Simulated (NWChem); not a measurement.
All runs are NWChem calculations. System: CH7Si2, charge 0, spin multiplicity 2, at a geometry optimised with UPBE0/def2-SVP. The structure started from a generated list of species. Its SCF solution wasn't tested for a lower state. Level: UHF/def2-TZVP.

NWChem printed:

```
             Northwest Computational Chemistry Package (NWChem) 7.3.0
             --------------------------------------------------------

                                NWChem Input Module
                                -------------------

 Scaling coordinates for geometry "geometry" by  1.889725989
 (inverse scale =  0.529177249)

 Turning off AUTOSYM since
 SYMMETRY directive was detected!

                             Geometry "geometry" -> ""
                             -------------------------

 Output coordinates in angstroms (scale by  1.889725989 to convert to a.u.)

  No.       Tag          Charge          X              Y              Z
 ---- ---------------- ---------- -------------- -------------- --------------
    1 Si                  14.0000    -1.66699600    -0.12756800     0.13296100
    2 C                    6.0000     0.00000000     0.00000000    -0.67658400
    3 Si                  14.0000     1.66699600     0.12756800     0.13296100
    4 H                    1.0000    -2.55657800     0.98998100    -0.31846800
    5 H                    1.0000    -2.33619900    -1.41401500    -0.24451600
    6 H                    1.0000    -1.53739900    -0.07175700     1.61981700
    7 H                    1.0000     0.00000000     0.00000000    -1.77706800
    8 H                    1.0000     2.33619900     1.41401500    -0.24451600
    9 H                    1.0000     2.55657800    -0.98998100    -0.31846800
   10 H                    1.0000     1.53739900     0.07175700     1.61981700

 Effective nuclear repulsion energy (a.u.)     138.5517147590

            Nuclear Dipole moment (a.u.)
            ----------------------------
        X                 Y               Z
 ---------------- ---------------- ----------------
     0.0000000000     0.0000000000     0.0000037795

      Symmetry information
      --------------------

 Group name             C2
 Group number              4
 Group order               2
 No. of unique centers     6

      Symmetry unique atoms

     1    2    4    5    6    7


 Summary of "ao basis" -> "" (spherical)
 ------------------------------------------------------------------------------
       Tag                 Description            Shells   Functions and Types
 ---------------- ------------------------------  ------  ---------------------
 *                         def2-tzvp                  on all atoms

 Summary of "ao basis" -> "ao basis" (spherical)
[...]
          79.290903891218         -48.845927331104           0.000000000000
         -48.845927331104         713.161818676133          -0.000000000000
           0.000000000000          -0.000000000000         683.341439646677

  Mulliken analysis of the total density
  --------------------------------------

    Atom       Charge   Shell Charges
 -----------   ------   -------------------------------------------------------
    1 Si  14    13.65   2.00  0.58  1.39  0.79  0.42  4.12  1.73  0.53  1.39  0.31  0.15  0.20  0.03
    2 C    6     6.50   0.86  1.12  0.47  0.79  0.09  1.17  1.49  0.47  0.01  0.03  0.00
    3 Si  14    13.65   2.00  0.58  1.39  0.79  0.42  4.12  1.73  0.53  1.39  0.31  0.15  0.20  0.03
    4 H    1     1.06   0.24  0.56  0.24  0.01
    5 H    1     1.06   0.24  0.56  0.24  0.01
    6 H    1     1.05   0.24  0.56  0.24  0.01
    7 H    1     0.86   0.26  0.49  0.09  0.02
    8 H    1     1.06   0.24  0.56  0.24  0.01
    9 H    1     1.06   0.24  0.56  0.24  0.01
   10 H    1     1.05   0.24  0.56  0.24  0.01

  Mulliken analysis of the alpha density
  --------------------------------------

    Atom       Charge   Shell Charges
 -----------   ------   -------------------------------------------------------
    1 Si  14     6.80   1.00  0.29  0.70  0.39  0.21  2.06  0.86  0.26  0.67  0.15  0.08  0.11  0.02
    2 C    6     3.79   0.43  0.56  0.25  0.41  0.06  0.75  0.98  0.34  0.00  0.01  0.00
    3 Si  14     6.80   1.00  0.29  0.70  0.39  0.21  2.06  0.86  0.26  0.67  0.15  0.08  0.11  0.02
    4 H    1     0.54   0.12  0.29  0.12  0.00
    5 H    1     0.54   0.12  0.29  0.12  0.00
    6 H    1     0.53   0.12  0.28  0.12  0.00
    7 H    1     0.39   0.12  0.22  0.04  0.01
    8 H    1     0.54   0.12  0.29  0.12  0.00
    9 H    1     0.54   0.12  0.29  0.12  0.00
   10 H    1     0.53   0.12  0.28  0.12  0.00

   Mulliken analysis of the beta density
   -------------------------------------

    Atom       Charge   Shell Charges
 -----------   ------   -------------------------------------------------------
    1 Si  14     6.86   1.00  0.29  0.70  0.40  0.22  2.06  0.86  0.27  0.72  0.17  0.07  0.08  0.01
    2 C    6     2.71   0.43  0.56  0.22  0.37  0.04  0.42  0.52  0.13  0.00  0.01  0.00
    3 Si  14     6.86   1.00  0.29  0.70  0.40  0.22  2.06  0.86  0.27  0.72  0.17  0.07  0.08  0.01
    4 H    1     0.51   0.12  0.27  0.12  0.00
    5 H    1     0.51   0.12  0.27  0.12  0.00
    6 H    1     0.53   0.12  0.28  0.12  0.00
    7 H    1     0.47   0.13  0.26  0.06  0.01
    8 H    1     0.51   0.12  0.27  0.12  0.00
    9 H    1     0.51   0.12  0.27  0.12  0.00
   10 H    1     0.53   0.12  0.28  0.12  0.00

   Mulliken analysis of the spin density
   -------------------------------------

    Atom       Charge   Shell Charges
 -----------   ------   -------------------------------------------------------
    1 Si  14    -0.06  -0.00 -0.00  0.00 -0.02 -0.01 -0.00  0.00 -0.01 -0.04 -0.02  0.01  0.03  0.01
    2 C    6     1.08   0.00 -0.00  0.03  0.04  0.02  0.33  0.46  0.21 -0.00 -0.00 -0.00
    3 Si  14    -0.06  -0.00 -0.00  0.00 -0.02 -0.01 -0.00  0.00 -0.01 -0.04 -0.02  0.01  0.03  0.01
    4 H    1     0.03   0.01  0.02  0.01 -0.00
    5 H    1     0.03   0.01  0.02  0.01 -0.00
    6 H    1    -0.00  -0.00 -0.00 -0.00  0.00
    7 H    1    -0.07  -0.01 -0.04 -0.02  0.00
    8 H    1     0.03   0.01  0.02  0.01 -0.00
    9 H    1     0.03   0.01  0.02  0.01 -0.00
   10 H    1    -0.00  -0.00 -0.00 -0.00  0.00

       Multipole analysis of the density wrt the origin
       ------------------------------------------------

     L   x y z        total         alpha         beta         nuclear
     -   - - -        -----         -----         ----         -------
     0   0 0 0     -0.000000    -21.000000    -20.000000     41.000000

     1   1 0 0      0.000000     -0.000000      0.000000      0.000000
     1   0 1 0     -0.000000      0.000000     -0.000000      0.000000
     1   0 0 1     -0.235620      0.474065     -0.709689      0.000004

     2   2 0 0    -29.697236   -206.166786   -203.932875    380.402425
     2   1 1 0     -0.089407    -13.836715    -13.820958     27.568265
     2   1 0 1      0.000000     -0.000000      0.000000      0.000000
     2   0 2 0    -28.673776    -27.213429    -24.404293     22.943947
     2   0 1 1     -0.000000     -0.000000     -0.000000      0.000000
     2   0 0 2    -27.352332    -35.921069    -34.175481     42.744218

 Task  times  cpu:       13.2s     wall:       13.2s

 Total times  cpu:       13.2s     wall:       13.2s
```

Q: Write an NWChem input that would produce this output.

A: Several could match; the one computed here: 
```
start mol
memory heap 200 mb stack 900 mb global 1100 mb
geometry units angstroms nocenter noautoz
  Si    -1.666996    -0.127568     0.132961
  C      0.000000     0.000000    -0.676584
  Si     1.666996     0.127568     0.132961
  H     -2.556578     0.989981    -0.318468
  H     -2.336199    -1.414015    -0.244516
  H     -1.537399    -0.071757     1.619817
  H      0.000000     0.000000    -1.777068
  H      2.336199     1.414015    -0.244516
  H      2.556578    -0.989981    -0.318468
  H      1.537399     0.071757     1.619817
  symmetry group C2
end
basis spherical
  * library def2-tzvp
end
scf
  uhf
  nopen 1
  maxiter 100
  thresh 1e-7
  semidirect memsize 60000000 filesize 0
  # guess.movecs holds the orbitals of an unrestricted PBE0 run
  vectors input guess.movecs output mol.movecs
end
task scf energy
```
